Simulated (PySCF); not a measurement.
Species: B2FH3S.
SMILES: `BSBF`

Jobs on this species (7 atoms, 38 electrons) with PySCF (density fitting). Hardware of each: AMD EPYC 9R45, one thread, shared host. The host was shared with other jobs, so the times are rough. Peak memory is the resident size of the whole Python process, interpreter and libraries included.

```json
{"level and settings": "delta-SCF UKS B3LYP, pcX-2 on the ionised atom, pcseg-1 elsewhere, spin-free X2C", "work": "ΔSCF core ionisation, 5 holes", "basis functions": "117", "SCF cycles": "?", "wall time": "?", "peak memory": "?"}
{"level and settings": "delta-SCF UKS PBE, pcX-2 on the ionised atom, pcseg-1 elsewhere, spin-free X2C", "work": "ΔSCF core ionisation, 5 holes", "basis functions": "117", "SCF cycles": "?", "wall time": "?", "peak memory": "?"}
{"level and settings": "delta-SCF UKS SCAN, pcX-2 on the ionised atom, pcseg-1 elsewhere, spin-free X2C", "work": "ΔSCF core ionisation, 5 holes", "basis functions": "117", "SCF cycles": "?", "wall time": "?", "peak memory": "?"}
{"level and settings": "delta-SCF UKS PBE0, pcX-2 on the ionised atom, pcseg-1 elsewhere, spin-free X2C", "work": "ΔSCF core ionisation, 5 holes", "basis functions": "117", "SCF cycles": "70", "wall time": "6.9 s", "peak memory": "0.42 GiB"}
{"level and settings": "PBE0-D3(BJ)/def2-SVP, grid level 1", "work": "geometry optimisation from a GFN2-xTB start shaken at random", "basis functions": "75", "SCF cycles": "43", "wall time": "5.6 s", "peak memory": "0.32 GiB"}
{"level and settings": "delta-SCF UKS SCAN, pcX-2 on the ionised atom, pcseg-1 elsewhere, non-relativistic", "work": "ΔSCF core ionisation, 5 holes", "basis functions": "117", "SCF cycles": "81", "wall time": "6.0 s", "peak memory": "0.42 GiB"}
{"level and settings": "delta-SCF UKS SCAN, def2-TZVP on the ionised atom, pcseg-1 elsewhere, spin-free X2C", "work": "ΔSCF core ionisation, 5 holes", "basis functions": "94", "SCF cycles": "82", "wall time": "5.5 s", "peak memory": "0.42 GiB"}
{"level and settings": "delta-SCF UKS SCAN, pcX-1 on the ionised atom, pcseg-1 elsewhere, spin-free X2C", "work": "ΔSCF core ionisation, 5 holes", "basis functions": "97", "SCF cycles": "77", "wall time": "4.7 s", "peak memory": "0.42 GiB"}
```

Fill in the missing figures.

- delta-SCF UKS B3LYP, pcX-2 on the ionised atom, pcseg-1 elsewhere, spin-free X2C; ΔSCF core ionisation, 5 holes: 7.4 s, 0.42 GiB, 74 SCF cycles
- delta-SCF UKS PBE, pcX-2 on the ionised atom, pcseg-1 elsewhere, spin-free X2C; ΔSCF core ionisation, 5 holes: 4.0 s, 0.42 GiB, 76 SCF cycles
- delta-SCF UKS SCAN, pcX-2 on the ionised atom, pcseg-1 elsewhere, spin-free X2C; ΔSCF core ionisation, 5 holes: 6.0 s, 0.36 GiB, 81 SCF cycles

What do all jobs in the table cost together?

About 46 s; the longest takes about 16 % of that, and about 1.9 times as long as the shortest.
